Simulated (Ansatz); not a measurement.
H3Si2, doublet, at a GFN2-xTB geometry; CCSD/STO-3G (Ansatz, a program for electronic structure).

The Ansatz input:
Ansatz 0.2 input:
```yaml
crystal:
  periodic: [false, false, false]
  atoms:
    - {symbol: Si, position_ang: [1.02285006, -0.59715591, 0.02160438]}
    - {symbol: Si, position_ang: [-0.90257877, 0.47114667, -0.01698289]}
    - {symbol: H, position_ang: [2.02777054, 0.52857146, -0.02104512]}
    - {symbol: H, position_ang: [-1.68847796, 1.72855621, -0.06337080]}
    - {symbol: H, position_ang: [-2.02309056, -0.49299837, 0.01971513]}
basis:
  gaussian:
    orbitals: STO-3G
magnetization: {spin_polarized: true, initial_magnetization: 1}
correlation: {method: ccsd}
```

Output, abridged:

```
Functional definition: HF
227 factors; integrals over basis functions are off by at most 3.5e-5 eV
mean field evaluation 1: about -15586.1494 eV, gradient 6.4e0 eV
mean field evaluation 2: about -15586.1639 eV, gradient 6.4e0 eV
mean field evaluation 4: about -15586.7345 eV, gradient 1.2e0 eV
mean field evaluation 8: about -15586.8606 eV, gradient 3.2e-4 eV
mean field evaluation 16: about -15586.8602 eV, gradient 2.5e-2 eV
mean field evaluation 32: about -15586.8600 eV, gradient 7.0e-3 eV
mean field evaluation 64: about -15585.4001 eV, gradient 9.3e-1 eV
mean field evaluation 96: about -15578.4617 eV, gradient 1.3e1 eV
mean field evaluation 128: about -15583.9550 eV, gradient 4.5e-3 eV
mean field evaluation 160: about -15585.3048 eV, gradient 3.4e-4 eV
mean field evaluation 192: about -15582.5907 eV, gradient 4.0e-4 eV
mean field -15586.86027042 eV, -572.8065497845 hartree, gradient 4.5e-6 eV, S^2 0.782576; 8 other end points of the search recorded, 0 dependent functions left out
determinant -15586.86027042 eV, -572.8065497845 hartree, with singles and doubles -15589.47938181 eV, -572.9028003530 hartree
determinant -15585.30481039 eV, -572.7493876827 hartree, with singles and doubles -15588.52765601 eV, -572.8678250749 hartree
determinant -15584.73788553 eV, -572.7285535786 hartree, with singles and doubles -15588.75555144 eV, -572.8762000773 hartree
determinant -15583.95502277 eV, -572.6997839027 hartree, with singles and doubles -15586.59250734 eV, -572.7967096730 hartree
determinant -15586.86002943 eV, -572.8065409283 hartree, with singles and doubles -15589.48281895 eV, -572.9029266653 hartree
determinant -15586.86027042 eV, -572.8065497845 hartree, with singles and doubles -15589.48158589 eV, -572.9028813514 hartree
determinant -15586.86002943 eV, -572.8065409283 hartree, with singles and doubles -15589.48176341 eV, -572.9028878749 hartree
10 core orbitals not correlated
reference -15586.86002943 eV, -572.8065409283 hartree; 6, 5 occupied and 5, 6 virtual orbitals, 227 factors
second order -1.73795117 eV of doubles, -0.00000000 eV of singles
cycle   1  -2.62173216 eV  change    1.8e-6 eV  update   2.3e-6
Total energy: -15589.48176159 eV, -572.9028878082 hartree
```
